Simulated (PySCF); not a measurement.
Structure with atom numbers: `[CH2:1]=[C:2]=[C:3]([CH:4]=[O:5])[B:6]([F:7])[F:8]`. Each H is labelled by its parent atom.

Geometry: PBE0-D3(BJ)/def2-SVP; GIAO shifts from PySCF 2.14.0 with density-fitted response routines, gas phase, non-relativistic, averaged over equivalent atoms.

At wB97X-D/pcSseg-1 (151 basis functions, 27 s wall time on 1 thread of an Arm Neoverse N1, shared host):
```
atoms  δ (ppm)
   C2    244.2
   C4    191.5
   C3     94.4
   C1     82.7
   O5    691.2
   B6     25.1
F7/F8    -76.2
H(C4)     9.49
H(C1)     5.56
```

Scale: ¹³C (184.54 ppm), ¹H (31.38 ppm) against TMS; ¹⁷O (333.19 ppm) against H2O; BF3·OEt2 for ¹¹B (101.61 ppm); CFCl3 for ¹⁹F (187.16 ppm) (reference shieldings calculated alike).

Q: Estimate the result of repeating the calculation with PBE0/6-311+G(2d,p).

A: 
| atoms | δ at PBE0/6-311+G(2d,p) | change |
| --- | --- | --- |
| C2 | 238.9 | -5.3 |
| C4 | 189.2 | -2.3 |
| C3 | 94.2 | -0.2 |
| C1 | 78.5 | -4.2 |
| O5 | 661.9 | -29.3 |
| B6 | 24.0 | -1.1 |
| F7/F8 | -87.4 | -11.2 |
| H(C4) | 10.06 | +0.57 |
| H(C1) | 5.43 | -0.13 |

Scale: ¹³C (σ = 186.44 ppm) and ¹H (σ = 31.51 ppm) vs TMS; ¹⁷O (σ = 326.57 ppm) vs H2O; BF3·OEt2 for ¹¹B (σ = 102.42 ppm); CFCl3 for ¹⁹F (σ = 174.75 ppm) (reference shieldings calculated alike).

The largest change is at O5 (aldehyde oxygen). Cost: 234 basis functions, 31 s wall time on 1 thread of an Arm Neoverse V1, shared host. The order of the carbon signals is the same at both levels.

A carbon bonded to boron is broadened by the quadrupolar boron nucleus and is often missing from a measured spectrum. Unscaled 19F shifts against computed CFCl3 carry errors that often reach 10 to 50 ppm. Unscaled 17O shifts of doubly bonded oxygen tend to come out too high, by tens of ppm or more. Experimental scales use liquid or dissolved standards, which lie at an offset from isolated H2O (liquid H2O: subtract about 36 ppm).
